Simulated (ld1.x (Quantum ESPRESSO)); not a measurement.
# Varying the ultrasoft potential for Pb

Base potential:

- Element: Pb
- Generator: ld1.x (Quantum ESPRESSO) 7.5
- Type: ultrasoft
- Functional: PBE
- Relativity: scalar-relativistic
- Frozen core: [Xe] 4f14
- Valence charge: 14
- Reference configuration: 5d10 6s2 6p1.5 (charge +0.5)
- Partial waves: 6s (bound): rcut 1.45, rcutus 1.90 bohr; 6s channel at 1.2 Ry: rcut 1.45, rcutus 1.90 bohr; 6p (bound): rcut 1.60, rcutus 2.15 bohr; 6p channel at 1.85 Ry: rcut 1.60, rcutus 2.15 bohr; 5d (bound): rcut 0.90, rcutus 1.20 bohr; 5d channel at -1.15 Ry: rcut 0.90, rcutus 1.20 bohr
- Local potential: all-electron potential smoothed inside 1.95 bohr (lloc = -1)
- Core correction: a·sin(br)/r model core inside 0.70 bohr
- Augmentation charge: built from norm-conserving waves at rcut, not smoothed further

All-electron outer shells of the reference configuration (PBE, scalar-relativistic, ld1.x):

| shell | level (eV) | outermost node (bohr) | outermost maximum (bohr) |
| --- | --- | --- | --- |
| 4f | -136.54 | – | 0.35 |
| 5p | -89.48 | 0.49 | 0.88 |
| 5d | -24.81 | 0.52 | 1.07 |
| 6s | -15.47 | 1.01 | 1.95 |
| 6p | -6.53 | 1.18 | 2.57 |

Cutoffs, loose and tight: the cutoffs (Ry, on a coarse ladder) from which the occupation-weighted sum of valence levels, in a spherical-Bessel basis at the reference potential, stays within 10 and 1 mRy of its value at 400 Ry. They do not see the model core or the augmentation charge, which bear on the density cutoff. Test errors are all-electron minus pseudo excitation energies from the reference, over the configurations 5d10 6s2 6p2; 5d10 6s2 6p1; 5d10 6s2 6p0; 5d10 6s1 6p2; 5d9 6s2 6p2; 5d10 6s2 6p2.3; 5d10 6s1 6p0. A dash means not determined; rows that change the core or the reference have their own tests. The largest error is taken over the tests solved by every variant that gives reliable tests at all: 5d10 6s1 6p2; 5d10 6s2 6p0; 5d10 6s2 6p1; 5d10 6s2 6p2; 5d10 6s2 6p2.3; 5d9 6s2 6p2.

| change | outcome | cutoff, loose | cutoff, tight | bound ghosts | largest test error (meV) |
| --- | --- | --- | --- | --- | --- |
| base | generated | 80 Ry | 140 Ry | none | -62 |
| all radii but the core radius scaled by about 0.78 (s 1.48, p 1.68, d 0.94 bohr, rcut 1.14/1.24/0.70); local potential all-electron potential smoothed inside 1.52 bohr (lloc = -1) | failed: run_pseudo: Errors in PS-KS equation | – | – | – | – |
| all radii but the core radius scaled by about 0.85 (s 1.62, p 1.82, d 1.02 bohr, rcut 1.22/1.36/0.76); local potential all-electron potential smoothed inside 1.66 bohr (lloc = -1) | failed: chargeps: negative rho | – | – | – | – |
| all radii but the core radius scaled by about 1.28 (s 2.44, p 2.76, d 1.54 bohr, rcut 1.86/2.06/1.16); local potential all-electron potential smoothed inside 2.52 bohr (lloc = -1) | generated | 50 Ry | 100 Ry | none | -121 |
| all radii but the core radius scaled by about 1.36 (s 2.58, p 2.92, d 1.64 bohr, rcut 1.96/2.18/1.22); local potential all-electron potential smoothed inside 2.64 bohr (lloc = -1) | generated | 45 Ry | 80 Ry | none | -126 |

(1) What comes out with this change to the base: all radii but the core radius scaled by about 1.17 (s 2.24, p 2.52, d 1.40 bohr, rcut 1.70/1.88/1.06); local potential all-electron potential smoothed inside 2.28 bohr (lloc = -1)?

(2) What comes out with this change to the base: all radii but the core radius scaled by about 1.04 (s 1.98, p 2.24, d 1.26 bohr, rcut 1.52/1.68/0.94); local potential all-electron potential smoothed inside 2.04 bohr (lloc = -1)?

Answers

(1) outcome: generated; cutoff, loose: 55 Ry; cutoff, tight: 100 Ry; bound ghosts: none; largest test error (meV): -104.

(2) outcome: generated; cutoff, loose: 70 Ry; cutoff, tight: 120 Ry; bound ghosts: none; largest test error (meV): -75.

Reading the sweep of the scale of all radii but the core radius (base = 1) (base included, trends over the rows without a ghost): The loose cutoff falls from 80 Ry at 1 to 45 Ry at 1.36. A larger radius leaves more room for a smooth pseudo-wave, so fewer plane waves are needed; a smaller one forces it to follow the all-electron wave where it bends sharply. The generation fails at 0.78, 0.85.
